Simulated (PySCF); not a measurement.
**Si: excitation energy**

Si [Ne] 3s2 3p2 (3P) → Si [Ne] 3s1 3p2 3d1 (high-spin determinant), as a difference of total energies. Computed with PySCF 2.14 in aug-cc-pwCVTZ (8s7p5d3f, 75 functions), with no relativity, point nucleus. Correlated levels: valence: [Ne] frozen; valence and next inner shell: 1s2 frozen; nothing frozen. The calculations carry no spin-orbit coupling.

```tsv
method	excitation energy (cm⁻¹)
UHF	82412
LDA	91222
PBE	90305
PBE0	90654
r2SCAN	88727
B3LYP	93338
BLYP	93001
M06	92257
TPSSh	91099
MP2 (valence)	90805
SCS-MP2 (valence)	94218
MP2 (valence and next inner shell)	92264
SCS-MP2 (valence and next inner shell)	95325
MP2 (all electrons)	92236
SCS-MP2 (all electrons)	95306
```

The upper state lies above the first ionisation limit, but in LS coupling its spin forbids autoionisation to the ground ion.

The promoted electron is Rydberg-like, and one or two diffuse shells describe it only roughly, which tends to raise the upper state.

In the upper state the promoted electron has a positive orbital energy at BLYP, so the basis confines it.

The determinant of the upper state mixes LS terms, which raises its energy above the lowest term, most at the Hartree-Fock and MP2 levels.
